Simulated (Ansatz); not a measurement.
Ansatz (a quantum-chemistry and plane-wave program) input (CCSD(T)/6-31G):

Ansatz 0.2 input:
```yaml
crystal:
  periodic: [false, false, false]
  atoms:
    - {symbol: N, position_ang: [1.07238702, -0.44618538, -0.28071827]}
    - {symbol: Si, position_ang: [-0.43296683, 0.14426791, 0.08398509]}
    - {symbol: H, position_ang: [1.84356810, 0.03667354, 0.17499523]}
    - {symbol: H, position_ang: [-0.96645901, 0.12121007, 1.52536090]}
    - {symbol: H, position_ang: [-1.49683899, -0.64256067, -0.64344776]}
    - {symbol: H, position_ang: [-0.82544356, 1.58822401, -0.26767180]}
basis:
  gaussian:
    orbitals: 6-31G
total_charge: -1
magnetization: {spin_polarized: false}
correlation: {method: ccsd_t, electrons: outside_noble_gas}
```

End of the output:

```
integrals: 0.01 GiB planned
400 factors; integrals over basis functions are off by at most 2.5e-4 eV
mean field: 0.06 GiB planned
mean field evaluation 1: about -9401.9448 eV, gradient 1.8e1 eV
mean field evaluation 2: about -9401.9493 eV, gradient 1.8e1 eV
mean field evaluation 4: about -9402.9584 eV, gradient 2.3e0 eV
mean field evaluation 8: about -9402.9762 eV, gradient 1.8e-3 eV
mean field evaluation 16: about -9402.9752 eV, gradient 3.1e-1 eV
mean field -9402.97615097 eV, -345.5529999819 hartree, gradient 3.2e-6 eV, S^2 0.000000; 0 other end points of the search recorded, 0 dependent functions left out
6 core orbitals not correlated
reference -9402.97615097 eV, -345.5529999819 hartree; 7, 7 occupied and 17, 17 virtual orbitals, 400 factors
second order -4.86009929 eV of doubles, -0.00000000 eV of singles
coupled cluster: 0.05 GiB planned
cycle   1  -5.08396955 eV  change   -2.2e-1 eV  update   8.8e-2
cycle   2  -5.32288021 eV  change   -2.4e-1 eV  update   2.8e-2
cycle   3  -5.40893112 eV  change   -8.6e-2 eV  update   1.6e-2
cycle   4  -5.40672444 eV  change    2.2e-3 eV  update   3.2e-3
cycle   5  -5.40609548 eV  change    6.3e-4 eV  update   1.1e-3
cycle   6  -5.40596890 eV  change    1.3e-4 eV  update   3.2e-4
cycle   7  -5.40582320 eV  change    1.5e-4 eV  update   9.2e-5
cycle   8  -5.40582927 eV  change   -6.1e-6 eV  update   3.8e-5
cycle   9  -5.40582975 eV  change   -4.8e-7 eV  update   1.3e-5
perturbative correction -0.13520126 eV, -0.0049685545 hartree
Total energy: -9408.51718198 eV, -345.7566291157 hartree
```
